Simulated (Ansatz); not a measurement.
One change: `BC[SiH](C)Cl` becomes `C[SiH](Cl)[SnH3]`.

Ansatz, PBE0-D4/def2-TZVP geometries, multiplicity 1. Each molecule was computed in one conformer, which needn't be the lowest.

Elements past krypton have def2 core potentials.

| property | `BC[SiH](C)Cl` |
| --- | --- |
| LUMO energy (ωB97M-V/def2-TZVPP) / eV | 0.59 |
| HOMO–LUMO gap (ωB97M-V/def2-TZVPP) / eV | 11.36 |
| LUMO energy (PBE0/def2-TZVPP) / eV | -1.32 |
| HOMO energy (PBE0/def2-TZVPP) / eV | -8.56 |
| HOMO–LUMO gap (PBE/def2-TZVPP) / eV | 4.96 |
| HOMO–LUMO gap (B3LYP/def2-TZVPP) / eV | 6.79 |

**Question.** What does the change do to each property? (An estimate is asked.)

**Answer.** Ansatz gave: 
```json
{"property": "LUMO energy (ωB97M-V/def2-TZVPP) / eV", "`C[SiH](Cl)[SnH3]`": "1.39", "shift": "0.80"}
{"property": "HOMO–LUMO gap (ωB97M-V/def2-TZVPP) / eV", "`C[SiH](Cl)[SnH3]`": "11.03", "shift": "-0.33"}
{"property": "LUMO energy (PBE0/def2-TZVPP) / eV", "`C[SiH](Cl)[SnH3]`": "-0.28", "shift": "1.04"}
{"property": "HOMO energy (PBE0/def2-TZVPP) / eV", "`C[SiH](Cl)[SnH3]`": "-7.65", "shift": "0.91"}
{"property": "HOMO–LUMO gap (PBE/def2-TZVPP) / eV", "`C[SiH](Cl)[SnH3]`": "5.46", "shift": "0.50"}
{"property": "HOMO–LUMO gap (B3LYP/def2-TZVPP) / eV", "`C[SiH](Cl)[SnH3]`": "7.00", "shift": "0.21"}
```

With PBE0 the HOMO rises by 0.91 eV and the LUMO rises by 1.04 eV, so the gap widens by about 0.13 eV. PBE moves the HOMO by 0.70 eV and ωB97M-V by 1.12 eV.

B3LYP here is the variant with VWN-RPA as its local correlation; programs differ in this.
